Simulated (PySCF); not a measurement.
# `C[C@H](F)CCN(C)C`, C₆H₁₄FN

Geometry:
```tsv
atom	x (Å)	y (Å)	z (Å)
C1	3.016	0.498	0.459
C2	1.684	-0.236	0.442
F3	1.930	-1.589	0.631
C4	0.923	-0.060	-0.868
C5	-0.481	-0.661	-0.778
N6	-1.284	-0.010	0.245
C7	-1.825	1.256	-0.203
C8	-2.336	-0.874	0.737
H9	3.630	0.176	-0.378
H10	2.850	1.569	0.390
H11	3.547	0.281	1.383
H12	1.049	0.068	1.283
H13	0.875	1.003	-1.101
H14	1.472	-0.562	-1.667
H15	-0.376	-1.714	-0.506
H16	-0.966	-0.613	-1.769
H17	-2.342	1.735	0.627
H18	-2.535	1.141	-1.038
H19	-1.017	1.909	-0.525
H20	-2.873	-0.361	1.534
H21	-1.894	-1.781	1.147
H22	-3.059	-1.156	-0.045
```

Method: GIAO BHandHLYP/pcSseg-1 magnetisability, rotational g tensor and spin-rotation constants, non-relativistic, gas phase in PySCF 2.14.0. Geometry: GFN2-xTB.

Task: Give the nuclear spin-rotation constants along the inertial axes (H = +C I·J) beside the isotropic shieldings.

Result: Rotational constants 3.4701, 1.0725, 0.9586 GHz. A star marks the isotopologue with that one atom substituted, in its own axes.
```tsv
atom	isotope	Caa (kHz)	Cbb (kHz)	Ccc (kHz)	mean (kHz)	σ (ppm)
F3	19F	1.521	0.557	0.281	0.787	399.9
N6	14N	0.144	0.044	0.041	0.076	231.4
H9	1H	-0.218	-0.124	-0.016	-0.119	30.4
H10	1H	-0.357	0.005	-0.106	-0.153	31.1
H11	1H	-0.213	-0.095	-0.038	-0.115	30.1
H12	1H	-0.166	-0.111	0.027	-0.083	26.6
H13	1H	-0.395	0.030	-0.108	-0.158	30.5
H14	1H	-0.274	-0.128	0.001	-0.133	30.5
H15	1H	-0.360	0.045	-0.104	-0.140	29.2
H16	1H	-0.252	-0.108	-0.011	-0.123	30.0
H17	1H	-0.262	-0.113	0.000	-0.125	29.6
H18	1H	-0.161	-0.118	-0.034	-0.105	30.4
H19	1H	-0.136	-0.034	-0.102	-0.091	29.5
H20	1H	-0.268	-0.107	0.000	-0.125	29.5
H21	1H	-0.240	0.000	-0.101	-0.114	29.4
H22	1H	-0.159	-0.116	-0.027	-0.101	29.9
C1	13C*	0.479	0.154	0.163	0.266	162.4
C2	13C*	0.945	0.197	0.270	0.471	99.5
C4	13C*	0.593	0.204	0.154	0.317	148.0
C5	13C*	0.686	0.245	0.164	0.365	131.1
C7	13C*	0.687	0.161	0.181	0.343	143.3
```
For the geometry as given, no vibrational averaging.

Task: How do the rotational constants and the g tensor change when H9, H10, H11, H12, H13, H14, H15, H16, H17, H18, H19, H20, H21, H22 are replaced by deuterium?

Result: Constants 2.7257, 0.9001, 0.8097 GHz; g -0.0050, 0.0003, -0.0030, against -0.0059, 0.0003, -0.0034 before.
